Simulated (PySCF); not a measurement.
Isomers of [C7H18PSi]+ (charge +1). Computed with PBE0-D3(BJ)/def2-SVP geometry optimisation, gas phase (PySCF). Energies are electronic, without zero-point or thermal terms, for one conformer each. No frequencies were run at this level. Point groups hold within 0.08 Å.

Question: Order them by energy at this level, lowest first, and give relative energies in kcal/mol.
A. `[CH3:1][CH2:2][P@@H+:3]1[CH2:4][CH2:5][C@@H:6]([SiH3:7])[C@@H:8]1[CH3:9]` (charge +1) with C1–C2–P3–C4 -63°, C2–P3–C4–C5 -128°, P3–C4–C5–C6 32°, C4–C5–C6–Si7 -174°, C5–C6–C8–C9 167°
B. `[CH2:1]=[C:2]([CH3:3])[P@@H+:4]([CH2:5][SiH3:6])[CH2:7][CH2:8][CH3:9]` (charge +1) with C1–C2–P4–C5 119°, C2–P4–C5–Si6 -175°, C2–P4–C7–C8 50°, P4–C7–C8–C9 62°

Answer: A (0.0), B (17.3).

```
                            SMILES      E (Eh)  E rel (kcal/mol)  dipole about centre of mass (D)  point group       A, B, C (MHz)
CC[P@@H+]1CC[C@@H]([SiH3])[C@@H]1C  -907.24799               0.0                             4.07           C1  2162, 667.3, 561.2
         C=C(C)[P@@H+](C[SiH3])CCC  -907.22044              17.3                             1.19           C1  1260, 761.9, 571.9
```

Question: How do the relative energies change in single points at PBE0/pcSseg-1 (no added dispersion term) on the same geometries?

Answer: 
| SMILES | PBE0-D3(BJ)/def2-SVP (kcal/mol) | PBE0/pcSseg-1 (kcal/mol) | shift |
| --- | --- | --- | --- |
| CC[P@@H+]1CC[C@@H]([SiH3])[C@@H]1C | 0.0 | 0.0 | 0.0 |
| C=C(C)[P@@H+](C[SiH3])CCC | 17.3 | 15.2 | -2.1 |

Each column counts from its own lowest isomer. The order is unchanged; the largest shift is 2.1 kcal/mol.
